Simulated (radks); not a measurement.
The numbers below are computed, except where a source is named.
Spherical quantum dot in the effective-mass picture: electrons in a well V = -V0 / (1 + exp((r - R)/a)) with V0 = 4.91, R = 8.59, a = 0.34, with a point charge +2 (a donor) at the centre, all in effective atomic units (hartree* = m*/eps^2 hartree, bohr* = eps/m* bohr), one dielectric constant everywhere. Level of theory: non-relativistic Kohn-Sham, LDA (Slater exchange, Perdew-Wang correlation), spin-polarised, spherical densities (a radial shooting solver with Libxc functionals). Levels are named by radial order and angular momentum (1s, 1p, 1d, 2s, ...), and open shells are averaged over m. Results are scaled to m* = 0.033 and eps = 12.6, for which hartree* = 5.656 meV and bohr* = 20.2 nm.

N = 16, configuration 1s2 1p6 1d(up 5, down 1) 2s2. This is the lowest configuration that the search found. Occupied and some empty levels:

level,occupation,eigenvalue (meV),<r> (nm)
1s up,1,-17.586,19.94
1s down,1,-17.586,19.87
2s up,1,-16.092,121.1
2s down,1,-15.965,120.7
1p up,3,-15.928,122.6
1p down,3,-15.800,122.3
1d up,5,-15.592,125.6
1d down,1,-15.461,125.5
1f up,0,-15.122,128.3
1f down,0,-14.990,128.3
1g up,0,-14.530,130.7
1g down,0,-14.398,130.8
2p up,0,-13.891,87.69
2p down,0,-13.827,86.98

Energy (meV): total -371.637, kinetic 29.836, external -503.39, Hartree 121.88, exchange-correlation -19.963.

Electron density:

r (nm),n(r) (e/nm^3)
10.6,0.00005809
28.4,3.403e-06
46.1,3.675e-07
63.8,2.550e-07
81.6,5.035e-07
99.3,9.272e-07
117,1.302e-06
135,1.142e-06
153,4.177e-07
170,2.858e-08
188,2.893e-10
206,1.573e-12
